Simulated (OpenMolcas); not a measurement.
# Ag2+: moving or changing the point charges

Ag2+ among 6 point charges of -1.7 e arranged as an octahedron (Oh), 2.11 Å from the ion.

```
Program             : OpenMolcas 26.06
Method              : SS-CASPT2, IPEA 0.25 Eh, imaginary shift 0.1 Eh (closed shells correlated: 4s 4p)
Basis               : ANO-RCC-VDZP [6s5p3d1f]
Scalar Hamiltonian  : DKH2, point nucleus
Active space        : 9 electrons in 5 orbitals (4d)
State averaging     : 2S+1 = 2 even, 5 roots
Spin-orbit coupling : state interaction with AMFI integrals over the reference wave functions
```

Runs around this geometry, states (labels of O, the rotations of Oh). Energies in cm-1 above the lowest state or level, χT in cm3 K/mol; 10Dq is the gap between the two states.

```csv
R (Å),q (e),Ground state,First state of that spin,10Dq,First gap with spin-orbit (degeneracies),χT at 300 K
2.21,-1.1,2E,2T2 3130,3129,"2330 (4, 2)",1.018
2.11,-1.7,2E,2T2 5920,5925,"4820 (4, 2)",0.828
2.31,-1.7,2E,2T2 3950,3947,"3030 (4, 2)",0.952
```

Taking |10Dq| as R^-n, n = -ln(3947 / 5925) / ln(2.31 / 2.11) = 4.5 between the shortest and longest distance. The point-charge formula for a cubic d site gives n = 5.

An orbital doublet at a regular site is open to a Jahn-Teller distortion, which this geometry leaves out. Free-ion shares, where given, are those of the reference states; single-state CASPT2 does not remix them. The ground term spreads over less than 5000 cm-1, several times less than with real ligands, so orbital moments are less quenched and χT lies further from the spin-only value than at real sites (holds for R = 2.21, q = -1.1; R = 2.31, q = -1.7). Point charges carry no covalency, so the field is a model and not that of real ligands. No measured value stands beside these numbers.
